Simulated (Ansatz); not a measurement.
Consider the formal exchange of groups at the Se–In bond: `[Cl][InH][SeH]` + `[CH3][GeH2][Cl]` → `[CH3][GeH]([Cl])[SeH]` + `[Cl][InH2]`.

Program: Ansatz. Geometries: PBE0-D4/def2-TZVP. ΔE: electronic, gas phase. CCSD(T)/CBS is the MP2 limit (def2-TZVPP, def2-QZVPP) plus CCSD(T) − MP2 in def2-TZVPP, frozen cores. Elements past krypton have def2 core potentials. For Ge, In, Se outer-core shells are correlated without core-valence functions, which leaves a few kJ/mol of doubt a bond. Scalar relativity is left out up to krypton. One conformer a species, not always the lowest.

| species | CCSD(T)/CBS(def2) energy (Eh) |
| --- | --- |
| `[Cl][InH][SeH]` | -3051.57859 |
| `[CH3][GeH2][Cl]` | -2576.99593 |
| `[CH3][GeH]([Cl])[SeH]` | -4977.73636 |
| `[Cl][InH2]` | -650.81839 |

(1) Work out ΔE.

Largest T1 diagnostic among the species: 0.014.

## Answers

(1) ΔE = (-4977.73636) + (-650.81839) − (-3051.57859) − (-2576.99593) = 0.01977 Eh = +0.54 eV.

In def2-TZVPP, CCSD(T) changes the Hartree–Fock value by −0.09 eV (the triples alone add −0.01 eV) and MP2 by −0.08 eV. The D4 term adds −0.05 eV with B3LYP and −0.03 eV with PBE0; it sums over pairs of atoms, weighted by their polarisabilities, and B3LYP, whose exchange is more repulsive, gets the larger term. Leaving LDA and LC-ωPBE aside and taking each functional with its dispersion term where it has one, the values, not all of them listed here, spread over 0.10 eV, from revPBE-D4 to B2PLYP.

B3LYP here is the variant with VWN-RPA as its local correlation; programs differ in this.
